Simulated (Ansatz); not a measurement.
Coupled-cluster run, Cl2FGeHS, SMILES `[F][Ge]([SH])([Cl])[Cl]`.

```yaml
crystal:
  periodic: [false, false, false]
  atoms:
    - {symbol: F, position_ang: [1.026940, -1.407026, -0.691166]}
    - {symbol: Ge, position_ang: [-0.148082, -0.195614, -0.359919]}
    - {symbol: S, position_ang: [-0.244450, 0.240028, 1.774850]}
    - {symbol: Cl, position_ang: [-2.016494, -0.952959, -0.997676]}
    - {symbol: Cl, position_ang: [0.438884, 1.465286, -1.540541]}
    - {symbol: H, position_ang: [0.985302, 0.786285, 1.768452]}
basis:
  gaussian: {orbitals: def2-SVP}
correlation: {method: ccsd_t}
```

```sh
$ ansatz run in.yaml --threads 4 --pin off --events-out ev --progress --plain
```

Output of Ansatz, abridged:

```
Functional definition: HF
  name "HF"
  cite "Fock, Z. Phys. 61, 126 (1930) doi:10.1007/BF01340294"
  parent pbe
  exchange = exact_x
  correlation = 0
970 factors; integrals over basis functions are off by at most 9.3e-4 eV
mean field evaluation 1: about -95000.9398 eV, gradient 3.3e1 eV
mean field evaluation 2: about -95000.9724 eV, gradient 3.3e1 eV
mean field evaluation 4: about -95003.4632 eV, gradient 2.4e0 eV
mean field evaluation 8: about -95003.4901 eV, gradient 1.8e-4 eV
mean field -95003.49005094 eV, -3491.3138636936 hartree, gradient 3.9e-6 eV, S^2 0.000000; 0 other end points of the search recorded, 0 dependent functions left out
25 core orbitals not correlated: weight in the atoms' cores, before any rotation towards them, 1.000 or more for the frozen orbitals, at most 0.000 for the correlated occupied ones
reference -95003.49005094 eV, -3491.3138636936 hartree; 21, 21 occupied and 59, 59 virtual orbitals, 970 factors
second order -21.77258032 eV of doubles, -0.00000000 eV of singles
cycle   1  -22.02537480 eV  change   -2.5e-1 eV  update   1.0e-1
cycle   2  -22.51994008 eV  change   -4.9e-1 eV  update   3.0e-2
cycle   3  -22.61906174 eV  change   -9.9e-2 eV  update   1.5e-2
cycle   4  -22.61346773 eV  change    5.6e-3 eV  update   2.9e-3
cycle   5  -22.61176315 eV  change    1.7e-3 eV  update   1.2e-3
cycle   6  -22.61169991 eV  change    6.3e-5 eV  update   3.3e-4
cycle   7  -22.61147535 eV  change    2.2e-4 eV  update   1.1e-4
cycle   8  -22.61146063 eV  change    1.5e-5 eV  update   3.4e-5
perturbative correction -0.54771649 eV, -0.0201282097 hartree
Total energy: -95026.64922805 eV, -3492.1649477547 hartree
```

It took 5 s on 4 threads of a server CPU on a shared host, with 0.39 GiB of host memory at the peak.

Correlation energy per correlated electron: -0.551 eV. T1 diagnostic: 0.0103.
